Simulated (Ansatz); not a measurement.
One change: `[NH2][W](=[O])([OH])=[S]` becomes `C[O][W]([NH2])(=[O])=[S]`.

Ansatz, PBE0-D4/def2-TZVP geometries, multiplicity 1. Each molecule was computed in one conformer, which needn't be the lowest.

Elements past krypton have def2 core potentials.

```csv
property,`[NH2][W](=[O])([OH])=[S]`
LUMO energy (B3LYP/def2-TZVPP) / eV,-2.24
"ideal-gas entropy at 298 K and 1 bar (rigid rotor, harmonic PBE0-D4/def2-TZVP) / J/(mol·K)",360
size of the dipole moment (ωB97M-V/def2-TZVPP) / D,3.98
HOMO energy (ωB97M-V/def2-TZVPP) / eV,-9.50
HOMO energy (PBE0/def2-TZVPP) / eV,-7.38
size of the dipole moment (PBE/def2-TZVPP) / D,3.95
```

(1) Give the same properties after the change, and the shifts. (Best estimate.)

## Answers

(1) The calculation gave: 
| property | `C[O][W]([NH2])(=[O])=[S]` | shift |
| --- | --- | --- |
| LUMO energy (B3LYP/def2-TZVPP) / eV | -2.19 | 0.05 |
| ideal-gas entropy at 298 K and 1 bar (rigid rotor, harmonic PBE0-D4/def2-TZVP) / J/(mol·K) | 406 | 46 |
| size of the dipole moment (ωB97M-V/def2-TZVPP) / D | 4.27 | 0.29 |
| HOMO energy (ωB97M-V/def2-TZVPP) / eV | -9.50 | 0.00 |
| HOMO energy (PBE0/def2-TZVPP) / eV | -7.37 | 0.01 |
| size of the dipole moment (PBE/def2-TZVPP) / D | 4.20 | 0.25 |

The zero-point energy changes by 75.5 kJ/mol with +9 modes. Dipoles are sizes alone; their direction can turn. Modes under 60 cm⁻¹, often nearly free rotors, make the harmonic entropy too high.

B3LYP here is the variant with VWN-RPA as its local correlation; programs differ in this.
